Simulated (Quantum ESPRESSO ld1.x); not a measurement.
All-electron atom: the bromine ion Br3+ in [Ar] 3d9 4s2 4p3 (not the ground configuration).

Method: scalar-relativistic Kohn-Sham, LDA (Slater exchange, Perdew-Wang correlation), spin-polarised, spherical densities, point nucleus; open shells are filled with parallel spins first; computed with ld1.x of Quantum ESPRESSO 7.5.

Energy parts (eV):
part                      energy
total                  -70696.82
kinetic                 72209.54
electron-nucleus      -168972.43
Hartree                 28432.49
exchange-correlation    -2366.43

Orbitals (lengths in bohr, moments of r in powers of bohr; r(90%) holds 90 % of the orbital's charge):
orbital  occ.  eigenvalue (eV)      <r>  r(90%)   <1/r>
1s up       1       -13351.827  0.04280  0.0765   35.61
1s down     1       -13351.487  0.04280  0.0765   35.61
2s up       1        -1788.054   0.1898   0.293   7.884
2s down     1        -1786.723   0.1898   0.293   7.887
2p up       3        -1585.221   0.1656   0.270   7.723
2p down     3        -1584.063   0.1655   0.270   7.725
3s up       1         -290.438   0.5476   0.814   2.616
3s down     1         -288.440   0.5478   0.814   2.614
3p up       3         -226.233   0.5576   0.850   2.471
3p down     3         -224.202   0.5577   0.850   2.469
3d up       5         -119.864   0.5701   0.932   2.208
3d down     4         -117.683   0.5696   0.930   2.208
4s up       1          -59.300    1.491    2.17  0.8979
4s down     1          -55.952    1.497    2.19  0.8966
4p up       3          -44.138    1.679    2.47  0.7869
4p down     0          -40.917    1.704    2.52  0.7777

The highest occupied level is 4p up at -44.138 eV. Spin moment in Bohr magnetons: 4. The density falls to 0.001 e/bohr^3 at r = 3.28 bohr.

Run on one thread of a shared host, so times are rough (Intel(R) Xeon(R) Processor @ 2.60GHz): 0.73 s of CPU time, 0.77 s wall, 25 iterations on 2021 mesh points.
